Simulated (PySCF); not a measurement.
SnS: frontier orbitals

PBE0 at R = 2.213 Å; Sn cc-pVTZ-PP with ECP28, S cc-pV(T+d)Z; scalar-relativistic core potentials (PySCF 2.14). State: ¹Σ⁺ (singlet), closed shell. Only the outer orbitals are listed, counted within each symmetry, core potentials removing the inner ones.

```csv
orbital,occ.,ε (eV),on Sn (%),main shells (%)
7σ,2,-18.60,18,"80 S s, 12 Sn s"
8σ,2,-12.02,70,"69 Sn s, 18 S p, 12 S s"
9σ,2,-7.42,50,"49 S p, 33 Sn p, 15 Sn s"
4π,2,-7.32,23,"76 S p, 20 Sn p"
4π,2,-7.32,23,"76 S p, 20 Sn p"
5π,0,-2.50,81,"79 Sn p, 18 S p"
5π,0,-2.50,81,"79 Sn p, 18 S p"
10σ,0,0.50,96,"85 Sn p, 13 S p"
```

Which are the highest filled and the lowest empty level, where do they sit, and how wide is the gap?

Highest filled 4π at -7.32 eV (in %: 76 S p, 20 Sn p); lowest empty 5π at -2.50 eV (in %: 79 Sn p, 18 S p); the gap at PBE0 is 4.82 eV.

* bond order (Mayer): 2.33
* ⟨S²⟩: 0.000
* charge on Sn (Mulliken, basis-dependent): 0.36
* charge on Sn (Löwdin, basis-dependent): 0.12
* dipole moment (positive dipole means Sn(−)S(+)): -3.39 D
* polarisability along the bond: 85.3 bohr³
* polarisability across the bond: 44.7 bohr³

Spin–orbit coupling is left out.
